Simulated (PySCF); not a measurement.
# Radial density of Pb³⁺ (lead, charge +3)

UHF, [Xe] 4f14 5d10 6s1, 2S determinant. Calculation: PySCF 2.14, in aug-cc-pVQZ-PP with ECP60MDF; a scalar-relativistic core potential. This is the valence pseudo-density: the core potential removes the inner electrons and smooths the orbitals near the nucleus.

```tsv
r (bohr)	4πr²ρ (e/bohr)	4πr²(ρα − ρβ)
0.0132	1.237e-05	0.0000
0.0223	2.475e-05	0.0000
0.0375	4.195e-05	0.0000
0.0630	7.758e-05	0.0000
0.106	0.0003240	0.0000
0.178	0.003561	0.0000
0.300	0.09436	0.0020
0.504	3.494	0.0745
0.848	20.31	-0.0092
1.43	10.12	0.3572
2.40	1.254	0.5287
4.04	0.03432	0.0297
6.79	2.206e-05	0.0000
```

Energies and moments cover only the electrons outside the core potential. Spin-orbit coupling, which splits the p, d and f shells strongly at this Z, is absent.

Task: Where is the radial spin density 4πr²(ρα − ρβ) most negative, and why is it negative at all?

Result: Around r = 0.848 bohr, down to -0.0092 e/bohr: exchange with the open shell polarises the paired shells in an unrestricted calculation.
